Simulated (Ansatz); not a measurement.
`C[SiH](F)F` → `[CH2]` (triplet) + `F[SiH2]F` at 298.15 K and 1 bar (formal loss of a carbene).

Isolated molecules relaxed with PBE0-D4/def2-TZVP in Ansatz; ΔE leaves out vibrations. CBS: MP2 limit from def2 TZ/QZ plus the TZ coupled-cluster correction, frozen cores. This one scheme is used for every species. Triplets are unrestricted, without spin–orbit coupling.

```tsv
species	CCSD(T)/CBS energy (Eh)	H − E (kJ/mol)	S (J/(mol·K))
`C[SiH](F)F`	-529.27654	151.6	306.4
`[CH2]` (triplet)	-39.09499	55.4	195.3
`F[SiH2]F`	-489.99391	72.3	262.5
```

H − E and S are ideal-gas, rigid-rotor, harmonic terms from PBE0-D4/def2-TZVP, with the whole ground term of open shells counted as degenerate. 1 Eh = 2625.50 kJ/mol, R = 8.31446 J/(mol·K).

Task: By hand: ΔE, ΔH, ΔS and ΔG.

Result: ΔE = (-39.09499) + (-489.99391) − (-529.27654) = 0.18764 Eh = 492.6 kJ/mol. Δ(H − E) = 55.4 + 72.3 − 151.6 = -23.9, so ΔH = 468.7 kJ/mol. ΔS = 195.3 + 262.5 − 306.4 = 151.4 J/(mol·K). ΔG = 468.7 − 298.15 × (151.4)/1000 = 423.6 kJ/mol.

Task: By hand: the equilibrium constant, and the temperature at which ΔG would vanish if ΔH and ΔS stayed fixed.

Result: log₁₀ K = −ΔG/(RT ln 10) = -74.2. ΔG = 0 at ΔH/ΔS = 3096 K, far beyond where these terms or the molecules hold.

The number of gas molecules changes by +1, which sets the sign of ΔS. A doubt of 5 kJ/mol in ΔE shifts log₁₀ K by 0.9 here. A triplet takes part, so the spin changes. These are equilibria of isolated gas molecules and say nothing of rates. Largest T1 diagnostic: 0.012 (customary marks: 0.02 for closed shells, 0.045 for open ones).
